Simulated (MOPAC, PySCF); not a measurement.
C$_{3}$H$_{5}$N, SMILES `C(C)C#N`, neutral singlet in the gas phase. 

Cartesian coordinates (Å):
```xyz
9

C     -0.9881    -0.2776    -0.0614
C      0.3065     0.5487    -0.0251
C      1.4948    -0.2778     0.1595
N      2.4292    -0.9543     0.3072
H     -0.9681    -1.0005    -0.8869
H     -1.1249    -0.8323     0.8757
H     -1.8506     0.3873    -0.2016
H      0.2728     1.2868     0.7920
H      0.4285     1.1196    -0.9593
```
Charge 0, spin multiplicity 1.

All levels are single points at this geometry (PBE-D3(BJ)/def2-TZVP); Pople sets use spherical d functions. Orbital energies aren't observables, and empty levels follow the basis.

```csv
level,HOMO (eV),LUMO (eV),gap (eV),dipole (D),"vertical IE, Delta-SCF (eV)"
PBE-D3(BJ)/def2-TZVP in PySCF,-7.90,-0.52,7.38,4.05,–
B3LYP/6-31G* in PySCF,-8.72,0.88,9.60,3.90,11.60
BP86/6-31G* in PySCF,-7.70,-0.06,7.64,3.86,–
M06-2X/6-31G* in PySCF,-10.40,2.18,12.58,3.90,–
SVWN5/6-31G* in PySCF,-7.72,-0.16,7.57,3.93,11.42
HF/6-31G* in PySCF,-12.23,5.12,17.35,4.18,10.65
HF/STO-3G in PySCF,-10.77,9.70,20.47,3.16,–
AM1 in MOPAC,-12.09,1.71,13.80,2.95,–
PM7 in MOPAC,-12.34,1.16,13.49,3.90,–
```
